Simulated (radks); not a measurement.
Values are calculated unless marked as measured or tabulated.
Level of theory: non-relativistic Kohn-Sham, SCAN, spin-polarised, spherical densities, point nucleus; open shells are filled with parallel spins first (spin-orbit coupling, left out, can overturn this in heavy ions); meta-GGA in the generalised Kohn-Sham scheme (a radial shooting solver on a logarithmic mesh with Libxc functionals). Each species is in its NIST ground configuration. Rank Au+, Cu+, Ag+ by mean radius of the outermost orbital (bohr), largest first.

Answer. Au+ 1.54, Ag+ 1.37, Cu+ 1.00.
